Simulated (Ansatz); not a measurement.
Total energies of Al2FH7Si2 (`[F][AlH][SiH2][SiH2][AlH2]`).

Cartesian coordinates in Å:
```
F 1.4722 -0.3127 1.1614
Al 0.2677 -1.5654 1.2738
Si -1.5643 -0.8067 -0.1226
Si -0.2896 0.6596 -1.4389
Al 1.3789 1.4149 0.2421
H 0.8213 -2.7170 2.1995
H -2.3325 -1.9288 -0.7301
H -2.4623 -0.0689 0.8150
H -1.1931 1.6501 -2.0929
H 0.2661 -0.2161 -2.5173
H 0.7459 2.2861 1.4177
H 2.8898 1.6049 -0.2080
```

Charge 0, multiplicity 1. The geometry is a stationary point of PBE0-D4/def2-TZVP. It is one conformer, not always the lowest. Basis def2-TZVPP, Ansatz 0.2.0.

RPA on PBE orbitals: Hartree–Fock energy of these orbitals -1165.28777 Eh, correlation -1.21081 Eh (frozen core).

```json
{"functional": "LDA (SPW92)", "energy without D4 (Eh)": "-1162.92501", "D4 term (kJ/mol)": "–"}
{"functional": "PBE", "energy without D4 (Eh)": "-1167.35842", "D4 term (kJ/mol)": "-32.6"}
{"functional": "revPBE", "energy without D4 (Eh)": "-1167.77570", "D4 term (kJ/mol)": "-77.6"}
{"functional": "BLYP", "energy without D4 (Eh)": "-1168.01732", "D4 term (kJ/mol)": "-68.1"}
{"functional": "r2SCAN", "energy without D4 (Eh)": "-1167.89263", "D4 term (kJ/mol)": "-7.8"}
{"functional": "B97M-V", "energy without D4 (Eh)": "-1167.75596", "D4 term (kJ/mol)": "–"}
{"functional": "PBE0", "energy without D4 (Eh)": "-1167.46883", "D4 term (kJ/mol)": "-28.2"}
{"functional": "B3LYP", "energy without D4 (Eh)": "-1168.13540", "D4 term (kJ/mol)": "-53.2"}
{"functional": "r2SCANh", "energy without D4 (Eh)": "-1167.88042", "D4 term (kJ/mol)": "-8.5"}
{"functional": "r2SCAN0", "energy without D4 (Eh)": "-1167.86346", "D4 term (kJ/mol)": "-9.5"}
{"functional": "HSE06 (plane-wave form)", "energy without D4 (Eh)": "-1167.43841", "D4 term (kJ/mol)": "-26.9"}
{"functional": "BHLYP", "energy without D4 (Eh)": "-1168.00733", "D4 term (kJ/mol)": "-48.8"}
{"functional": "CAM-B3LYP", "energy without D4 (Eh)": "-1168.03549", "D4 term (kJ/mol)": "-29.6"}
{"functional": "LC-ωPBE", "energy without D4 (Eh)": "-1167.63929", "D4 term (kJ/mol)": "–"}
{"functional": "ωB97X-V", "energy without D4 (Eh)": "-1167.83968", "D4 term (kJ/mol)": "–"}
{"functional": "ωB97M-V", "energy without D4 (Eh)": "-1167.92101", "D4 term (kJ/mol)": "–"}
{"functional": "B2PLYP", "energy without D4 (Eh)": "-1167.50486", "D4 term (kJ/mol)": "–"}
{"functional": "PBE-QIDH", "energy without D4 (Eh)": "-1167.10903", "D4 term (kJ/mol)": "–"}
```

B3LYP takes the VWN-RPA correlation (the form of Gaussian; ORCA's B3LYP/G). HSE06 is the plane-wave form, built on full-range PBE exchange. The double hybrids freeze the cores in their second-order part.

LC-ωPBE has ω = 0.4 bohr⁻¹.
